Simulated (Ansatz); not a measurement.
`[SiH3][Al]1[CH2][SiH2]1` + `[NH2][Al]([NH2])[F]` → `[NH2][Al]([F])[NH][SiH3]` + `[CH2]1[AlH][SiH2]1`  (cleavage of the Si–Al bond)

Isolated molecules relaxed with PBE0-D4/def2-TZVP in Ansatz; ΔE leaves out vibrations. CCSD(T)/CBS is the MP2 limit (def2-TZVPP, def2-QZVPP) plus CCSD(T) − MP2 in def2-TZVPP, frozen cores. This one scheme is used for every species. DFT in def2-TZVPP. One conformer a species, not always the lowest.

Q: Is it downhill or uphill in electronic energy at CCSD(T)/CBS, and by how much? (An estimate is asked.)

A: Ansatz gave: Downhill: ΔE = -39.9 kJ/mol.

Q: What do these levels give: r2SCAN-D4, ωB97X-V, ωB97M-V, B2PLYP, PBE, PBE0, HF/def2-TZVPP, MP2/def2-TZVPP, CCSD/def2-TZVPP, CCSD(T)/def2-TZVPP, HF/def2-QZVPP, CCSD/CBS(def2)? (Best estimate.)

A: Computed: r2SCAN-D4 -33.7, ωB97X-V -40.8, ωB97M-V -46.2, B2PLYP -40.8, PBE -17.5, PBE0 -24.3, HF/def2-TZVPP -54.0, MP2/def2-TZVPP -47.3, CCSD/def2-TZVPP -41.2, CCSD(T)/def2-TZVPP -39.3, HF/def2-QZVPP -55.3, CCSD/CBS(def2) -41.8 kJ/mol.

Largest T1 diagnostic among the species: 0.014.

The D4 term adds −4.3 kJ/mol with B3LYP and −2.2 kJ/mol with PBE0; it sums over pairs of atoms, weighted by their polarisabilities, and B3LYP, whose exchange is more repulsive, gets the larger term. From PBE to PBE0 (25 % exact exchange), in def2-TZVPP and without D4, ΔE moves by −6.8 kJ/mol. In def2-TZVPP, CCSD(T) changes the Hartree–Fock value by +14.7 kJ/mol (the triples alone add +1.9 kJ/mol) and MP2 by +6.8 kJ/mol.

B3LYP here is the variant with VWN-RPA as its local correlation; programs differ in this.
